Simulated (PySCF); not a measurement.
CH8FNSi2, SMILES [SiH2]([Si@@H](N)F)C.

Geometry: B3LYP-D3(BJ)/def2-SVP. The structure was generated by enumeration; whether it is a known compound was not checked. The values are those of a single conformer.

Calculation: PySCF with PBE/def2-TZVP.

Isolated molecule, no solvent.

The total energy comes out as -776.17976 hartree and the highest occupied level is -6.52 eV. The lowest empty level is -0.84 eV, the orbital gap is 5.68 eV and the dipole moment is 2.33 D. The quadrupole, principal values (traceless, Buckingham form, about the centre of nuclear charge) is -8.26, 0.33, 7.93 D·Å, the mean static polarisability is 76.5 bohr³ (11.34 Å³) and the polarisability, principal values is 69.3, 73.6, 86.7 bohr³.
